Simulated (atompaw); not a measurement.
## Building the PAW (atompaw) potential for Sc (Z = 21) (PBE, non-relativistic).

Input for atompaw 4.2.0.5:

```
Sc 21
GGA-PBE loggrid 1500 logderivrange -7 5 301
4 4 3 0 0 0
4 0 0.5
4 1 0
3 2 1
0 0 0
c
c
v
v
c
v
v
v
2
2.15 2.00 1.95 1.25
n
n
y
1.6
n
custom polynom2 7 10 vanderbiltortho sinc
3 0 troulliermartins
1.50
2.15
1.40
2.15
2.15
2.15
PWSCFOUT
UPFDX 0.0125d0 UPFXMIN -7.d0 UPFZMESH 21.d0
END
```

Command:

```bash
atompaw < Sc.input > Sc.log
```

The program printed (summary file):

```
Completed calculations for Sc (AE)

 Exchange-correlation type: GGA, Perdew-Burke-Ernzerhof

 Radial integration grid is logarithmic
 r0 =   3.8866614E-04 h =   8.1619889E-03   n =      1500 rmax =   8.0000000E+01

 Non-relativistic calculation

 AEatom converged in  32 iterations
   nz     =  21.00
   delta  =       3.282155038473E-17

 All Electron Orbital energies:
  n  l      occupancy      energy
  1  0      2.0000000E+00 -3.2207247E+02
  2  0      2.0000000E+00 -3.5322465E+01
  3  0      2.0000000E+00 -4.8083206E+00
  4  0      5.0000000E-01 -9.3075520E-01
  2  1      6.0000000E+00 -2.9309540E+01
  3  1      6.0000000E+00 -3.2769759E+00
  4  1      0.0000000E+00 -6.6082274E-01
  3  2      1.0000000E+00 -1.0232087E+00

 Total energy
   Total                    :    -1519.85574284787663

 ---
 Completed calculations for Sc (SC)

 Exchange-correlation type: GGA, Perdew-Burke-Ernzerhof

 Radial integration grid is logarithmic
 r0 =   3.8866614E-04 h =   8.1619889E-03   n =      1500 rmax =   8.0000000E+01

 Non-relativistic calculation

 SCatom converged in   1 iterations
   nz     =  21.00
   delta  =       2.289497958355E-18

 Valence Electron Orbital energies:
  n  l      occupancy      energy
   3  0      2.0000000E+00 -4.8083206E+00
   4  0      5.0000000E-01 -9.3075520E-01
   3  1      6.0000000E+00 -3.2769759E+00
   4  1      0.0000000E+00 -6.6082274E-01
   3  2      1.0000000E+00 -1.0232087E+00

 Total energy
   Total                    :    -1519.85574284766199
   Valence                  :     -155.07904860255175

 PAW parameters:
       lmax =            2
         rc =    2.1513375647043635
        irc =         1057
   rc_shape =    2.0153274139385791
    rc_vloc =    1.9505810737452414
    rc_core =    1.2551681492813085
   Vloc: Norm-conserving Troullier-Martins with l= 3;e=   0.0000E+00
   Projector type: improved polynomial pseudization + Vanderbilt ortho.
   Sinc^2 compensation charge shape zeroed at   2.0153E+00

 Number of basis functions     6
 No.   n  nodes  l      Energy         Cp coeff         Occ
  1    3    2    0   -0.4808321E+01  0.3528863E+00  0.2000000E+01
  2    4    3    0   -0.9307552E+00  0.8228536E+01  0.5000000E+00
  3    3    1    1   -0.3276976E+01  0.2431665E+01  0.6000000E+01
  4    4    2    1   -0.6608227E+00  0.5232626E+01  0.0000000E+00
  5    3    0    2   -0.1023209E+01  0.1958279E+01  0.1000000E+01
  6  999    1    2    0.1600000E+01 -0.2277694E+01  0.0000000E+00

 Eigenvalues of overlap operator (in the basis of projectors):
    1        5.23950810E-01
    2        1.02223965E+00
    3        2.56108343E+00
    4        7.95594702E+01
    5        2.94315537E+02
    6        4.34033963E+04

 Orbital leakage outside PAW augmentation regions
   orb  is_core?  %out_of_sphere
   1 0    T           0.00
   2 0    T           0.00
   3 0    F           1.64
   4 0    F          85.97
   2 1    T           0.00
   3 1    F           3.81
   4 1    F          92.80
   3 2    F          22.47

 Summary of PAW energies
   Total valence energy     :   -155.07904899506281
   Smooth energy            :      6.82542563090637
   One center               :   -161.90447462596916
   Smooth kinetic           :     26.63228083079745
   Vloc energy              :    -16.01011379468430
   Smooth exch-corr         :    -10.13669914462522
   One-center xc            :    -66.70217778166372
```

The run took about 0.45 s on one core of a shared server CPU.
